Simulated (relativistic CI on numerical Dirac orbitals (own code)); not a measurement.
Ni³⁺ in a cubic cluster: L2,3 absorption with charge transfer

Computed with a charge-transfer multiplet model of a cubic metal-ligand cluster with up to 2 ligand holes, Slater and spin-orbit integrals from Dirac-Coulomb-Breit ions, Slater integrals scaled by 0.9. The ground state mixes d7 with configurations of k ligand holes L, whose averages lie at kΔ + k(k − 1)U_dd/2; a core hole lowers each added d electron by U_cd. 20 K, Lorentzian 0.4 eV and Gaussian 0.3 eV FWHM.

Atomic integrals in eV (Slater integrals scaled, ζ unscaled), ground: F2dd 11.900, F4dd 7.429, zeta_d 0.089; with the core hole: F2dd 12.575, F4dd 7.855, zeta_d 0.114, zeta_core 11.406, F2cd 7.542, G1cd 5.754, G3cd 3.273.

Cluster parameters (eV): Δ = 2.4, U_dd = 7.4, U_cd = 9.4, 10Dq = 0.8, 10Dq(ligand) = 0.4, final-state hopping factor = 1.

Weights, n_d and S are thermal averages at 20 K. Photon energies count from the first peak over 30 % of the highest in each spectrum, which can be another peak from case to case. The parameters are a model scan and need not match a compound or its usual spin state. Peaks in eV (height, largest 100): 0.0 (62), 1.4 (85), 2.1 (88), 3.1 (100), 5.7 (12), 5.9 (12), 7.3 (11), 19.6 (20), 20.1 (19), 20.8 (24), 21.4 (16).

(1) Which parameters give this spectrum?
A. V(eg) = 1.9 eV, V(t2g) = -1.01 eV
B. V(eg) = 1.6 eV, V(t2g) = -0.85 eV
C. V(eg) = 3.1 eV, V(t2g) = -1.65 eV
D. V(eg) = 2.5 eV, V(t2g) = -1.33 eV
E. V(eg) = 2.2 eV, V(t2g) = -1.17 eV

## Answers

(1) E. V(eg) = 2.2 eV, V(t2g) = -1.17 eV; the ground state then has 7.27 d electrons and S = 1.50. The choice follows from running the model for each set and comparing peak positions and heights.
